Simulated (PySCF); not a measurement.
## Indirect couplings

Molfile (atoms numbered from 1):
```
C5H11NO
     RDKit          3D

 18 17  0  0  0  0  0  0  0  0999 V2000
   -1.8870    0.8886   -0.7221 C   0  0  0  0  0  0  0  0  0  0  0  0
   -1.7894   -0.3360    0.1727 C   0  0  0  0  0  0  0  0  0  0  0  0
   -0.5753   -1.2093   -0.1262 C   0  0  0  0  0  0  0  0  0  0  0  0
    0.6824   -0.5288    0.0631 N   0  0  0  0  0  0  0  0  0  0  0  0
    1.5016   -0.1923   -0.9752 C   0  0  0  0  0  0  0  0  0  0  0  0
    2.7469    0.5671   -0.5694 C   0  0  0  0  0  0  0  0  0  0  0  0
    1.2549   -0.4797   -2.1295 O   0  0  0  0  0  0  0  0  0  0  0  0
   -2.7667    1.5008   -0.4734 H   0  0  0  0  0  0  0  0  0  0  0  0
   -0.9958    1.5265   -0.6173 H   0  0  0  0  0  0  0  0  0  0  0  0
   -1.9577    0.6024   -1.7826 H   0  0  0  0  0  0  0  0  0  0  0  0
   -2.6921   -0.9609    0.0653 H   0  0  0  0  0  0  0  0  0  0  0  0
   -1.7657   -0.0265    1.2334 H   0  0  0  0  0  0  0  0  0  0  0  0
   -0.6038   -2.1229    0.4922 H   0  0  0  0  0  0  0  0  0  0  0  0
   -0.5844   -1.5251   -1.1800 H   0  0  0  0  0  0  0  0  0  0  0  0
    0.9314   -0.2238    0.9948 H   0  0  0  0  0  0  0  0  0  0  0  0
    3.3502    0.7532   -1.4649 H   0  0  0  0  0  0  0  0  0  0  0  0
    2.4837    1.5299   -0.1045 H   0  0  0  0  0  0  0  0  0  0  0  0
    3.3407   -0.0076    0.1578 H   0  0  0  0  0  0  0  0  0  0  0  0
  1  2  1  0
  2  3  1  0
  3  4  1  0
  4  5  1  0
  5  6  1  0
  5  7  2  0
  1  8  1  0
  1  9  1  0
  1 10  1  0
  2 11  1  0
  2 12  1  0
  3 13  1  0
  3 14  1  0
  4 15  1  0
  6 16  1  0
  6 17  1  0
  6 18  1  0
M  END
```

Method: B3LYP/pcJ-1 (spin–dipole term only in couplings to heteroatoms)//PBE0-D3(BJ)/def2-SVP, PySCF 2.14; isolated molecule, single conformer, non-relativistic. Couplings are averaged over pairs made equivalent by symmetry, fast rotation or ring inversion, so a value needn't be that of the named pair in this geometry, while other rotamers aren't included; one pair stands for each set, and the list holds a selection of those of at least 1.5 Hz over up to four bonds, among pairs with at least one C or N or H atom (others weren't computed).

Isotopes: 13C, 1H, 15N, 17O. Couplings to quadrupolar nuclei such as 17O and 33S are rarely resolved in practice.

| pair | bonds | J (Hz) |
| --- | --- | --- |
| C1, C2 | 1 | 37.8 |
| C1, H8 | 1 | ? |
| C2, C3 | 1 | 37.8 |
| C2, H11 | 1 | 129.6 |
| C3, N4 | 1 | ? |
| C3, H13 | 1 | 142.3 |
| N4, C5 | 1 | ? |
| N4, H15 | 1 | ? |
| C5, C6 | 1 | 55.2 |
| C5, O7 | 1 | ? |
| C6, H16 | 1 | 134.4 |
| C1, H11 | 2 | -3.2 |
| C2, H8 | 2 | -3.5 |
| C2, H13 | 2 | -1.8 |
| C3, H15 | 2 | 4.1 |
| C5, H16 | 2 | ? |
| H8, H9 | 2 | -14.1 |
| H11, H12 | 2 | -15.5 |
| H13, H14 | 2 | -15.7 |
| H16, H17 | 2 | ? |
| C1, H13 | 3 | 6.4 |
| C3, H8 | 3 | 5.8 |
| H8, H11 | 3 | ? |
| H11, H13 | 3 | 9.2 |
| H11, H14 | 3 | 3.5 |
| H13, H15 | 3 | 7.7 |

**Question.** Estimate the withheld couplings, with signs.

**Answer.** 
- 1J(C1,H8) = 132.7 Hz (bond length 1.100 Å, sp3 carbon)
- 1J(C3,N4) = -12.7 Hz (bond length 1.442 Å)
- 1J(N4,C5) = -15.6 Hz (bond length 1.365 Å)
- 1J(N4,H15) = -92.7 Hz (bond length 1.011 Å)
- 1J(C5,O7) = 28.7 Hz (bond length 1.215 Å)
- 2J(C5,H16) = -5.4 Hz
- 2J(H16,H17) = -15.2 Hz (mean over equivalent pairs that range from -17.3 to -13.9 Hz in this conformer)
- 3J(H8,H11) = 8.3 Hz (mean over equivalent pairs that range from 3.7 to 17.1 Hz in this conformer)
